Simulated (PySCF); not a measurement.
# InHCl, doublet: molecular constants

Computed with UPBE0 in PySCF with In def2-TZVP with ECP28, H def2-TZVP, Cl def2-TZVP; scalar-relativistic core potentials, no spin–orbit coupling; density-fitted integrals.

The structure is a minimum.

| Item | Value |
| --- | --- |
| Point group | Cs |
| Bond lengths | In–Cl 2.365 Å, In–H 1.773 Å |
| Bond angles | Cl–In–H 115.3° |
| Atomisation energy without zero-point energy | 527 kJ/mol |
| Rotational constants | 6.634, 0.1111, 0.1093 cm⁻¹ |
| Spin squared ⟨S²⟩ | 0.757 |
| Principal quadrupole moments (Buckingham, traceless) about the centre of mass | -5.52, -0.12, 5.64 D Å |
| Zero-point energy | 13.7 kJ/mol |
| Enthalpy at 298.15 K above 0 K | 11.70 kJ/mol |
| Entropy at 298.15 K and 1 bar (electronic part: spin only) | 280.5 J/(mol K) |
| Lowest empty level (β) | -3.43 eV |
| Heat capacity Cp at 298.15 K | 46.3 J/(mol K) |
| Rotational symmetry number | 1 |
| Dipole moment | 2.84 D |
| Principal polarisabilities | 42.8, 49.1, 69.8 bohr³ |
| Highest occupied level (α) | -6.32 eV |

Harmonic modes (masses in u: In 114.904, H 1.008, Cl 34.969):
```csv
symmetry,ω (cm⁻¹),IR (km/mol),μ (u),type
a',336,60.9,40.64,stretch
a',410,38.8,1.04,bend
a',1549,152,1.02,stretch
```

Charges (e):
```json
{"atom": "In1", "Mulliken": "0.47", "Löwdin": "0.05", "polar tensor": "0.83", "spin (Mulliken)": "0.61", "Mayer order to In1": "–"}
{"atom": "H2", "Mulliken": "-0.06", "Löwdin": "-0.06", "polar tensor": "-0.21", "spin (Mulliken)": "0.30", "Mayer order to In1": "0.84"}
{"atom": "Cl3", "Mulliken": "-0.41", "Löwdin": "0.01", "polar tensor": "-0.62", "spin (Mulliken)": "0.09", "Mayer order to In1": "0.96"}
```

Mulliken populations on In1 (electrons outside its core potential): s 3.48, p 6.94, d 10.08, f 0.03.

Outer orbital energies (eV). α occupied: -21.83, -21.77, -21.02, -12.05, -9.56, -8.72, -8.67, -6.32; empty: -2.12, -0.32, 1.03, 1.84. β occupied: -21.80, -21.75, -21.64, -20.89, -11.45, -8.91, -8.68, -8.51; empty: -3.43, -1.70, -0.02, 1.57.

Only a few start shapes were tried, so a lower isomer may exist. Spin–orbit coupling, left out here, can matter for elements this heavy.

The final relaxation and frequency run took 19 s on 4 threads of a shared Intel Xeon 6975P-C (Granite Rapids) host, with 93 basis functions and 14 gradients; the process peaked at 0.84 GiB. Launch command: `OMP_NUM_THREADS=4 python axn.py task.json out`.
